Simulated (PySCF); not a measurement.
Computed properties of Si(Cl)2(OH)(SiH3) (Cl2H4OSi2), SMILES O[Si]([SiH3])(Cl)Cl

Si(Cl)2(OH)(SiH3) (Cl2H4OSi2), SMILES [SiH3][Si](Cl)(O)Cl. Geometry optimised at r2SCAN-D4/def2-SVP. The values are those of a single conformer. All values are computed for the isolated molecule unless a solvent is named; none is compared with measurement here.

**Structure.** The optimised structure has Cs symmetry. All 21 harmonic modes at r2SCAN-D4/def2-SVP (PySCF) are real, so it is a minimum. With heavy atoms numbered as in [OH:1][Si:2]([SiH3:3])([Cl:4])[Cl:5], the shortest bond between them is O1–Si2 at 1.649 Å and the longest Si2–Si3 at 2.326 Å.

**Vibrations.** The strongest infrared lines (harmonic, unscaled, degenerate partners summed) lie at 786 cm⁻¹ (235 km/mol, H 68 %, O 23 %, Si 8 %), 855 cm⁻¹ (191 km/mol, H 85 %, Si 13 %), 592 cm⁻¹ (126 km/mol, Si 63 %, Cl 22 %, H 14 %). The softest mode is at 92 cm⁻¹ and the zero-point energy is 26.9 kcal/mol.

**Electronic structure.** ωB97X/def2-TZVP (PySCF) places the frontier levels at -10.89 and 1.72 eV, a gap of 12.61 eV, and gives a dipole moment of 0.91 D and a mean polarisability of 78.2 bohr³.

**Excitations.** TDA-ωB97X/def2-SVPD (PySCF) has S1 at 7.52 eV (165 nm, f = 0.100, bright); the most intense of the 10 singlets computed lies at 8.11 eV (f = 0.30). T1 (TDA) is at 6.52 eV, 1.00 eV under S1. No vertical singlet excitation falls in the visible range (under 3.1 eV).

**NMR.** GIAO shifts at PBE0/pcSseg-1 (PySCF) (non-relativistic, atoms alike by connectivity averaged): ¹H from 3.2 to 3.9 ppm against TMS; ²⁹Si from -98.8 to 19.5 ppm against TMS. Without spin–orbit terms, shifts of atoms bonded to Cl or Br come out too high.
